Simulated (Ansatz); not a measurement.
Worked example: C3H8O + CH7O2Si2 → C3H7O + CH8O2Si2

Species: C3H8O (methoxyethane) `CCOC`, singlet; CH7O2Si2 `CO[Si](O)[SiH3]`, doublet; C3H7O `[CH2]COC`, doublet; CH8O2Si2 `CO[SiH](O)[SiH3]`, singlet. A radical takes H: the energy is the difference in strength between the C–H bond broken and the Si–H bond made.

Shapes, held fixed at every level: PBE0-D4/def2-TZVP. Flexible molecules stand in one conformer, not always the lowest. Programs: Ansatz 0.2.0. Electronic energies: no zero-point or thermal term.

At CCSD(T)/CBS estimate; 1 Eh = 2625.50 kJ/mol:

| species | energy (Eh) |
| --- | --- |
| C3H8O | -194.128618 |
| CH7O2Si2 | -770.791247 |
| C3H7O | -193.451681 |
| CH8O2Si2 | -771.445421 |

Q: Work out ΔE of the reaction at this level.

A: 
1. Products less reactants: (-193.451681) + (-771.445421) − [(-194.128618) + (-770.791247)] = 0.022763 Eh = +59.8 kJ/mol.

Other levels give +53.9 (CCSD/def2-TZVPP) to +75.6 kJ/mol (PBE-D4/def2-TZVPP). No measured value is set beside it here. Open shells run unrestricted. The CBS estimate extrapolates MP2 from def2-TZVPP and def2-QZVPP and adds CCSD(T) − MP2 in the triple-zeta set, cores frozen.
